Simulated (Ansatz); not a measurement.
Reaction (redistribution): `C[Si@@H](O)O[Si@H](O)Cl` + `N[SiH2]C(O)F` → `O[SiH](O)O[SiH](O)Cl` + `CC(F)[SiH2]N`

Program: Ansatz. Geometries: PBE0-D4/def2-TZVP. ΔE: electronic, gas phase. CCSD(T)/CBS adds triple-zeta CCSD(T) − MP2 to the extrapolated MP2 energy (def2 sets, frozen cores). Each species was taken in one conformer, which may not be the lowest.

```tsv
level	ΔE (eV)
SCS-MP2/def2-TZVPP	-1.32
HF/def2-QZVPP	-1.50
```

What does CCSD(T)/CBS give? (Best estimate.)

Ansatz gave: -1.30 eV. The listed levels differ from it by -0.02, -0.20 eV.

Largest T1 diagnostic among the species: 0.012.

From PBE to PBE0 (25 % exact exchange), in def2-TZVPP and without D4, ΔE moves by −0.10 eV. In def2-TZVPP, CCSD(T) changes the Hartree–Fock value by +0.22 eV (the triples alone add +0.05 eV) and MP2 by +0.17 eV.
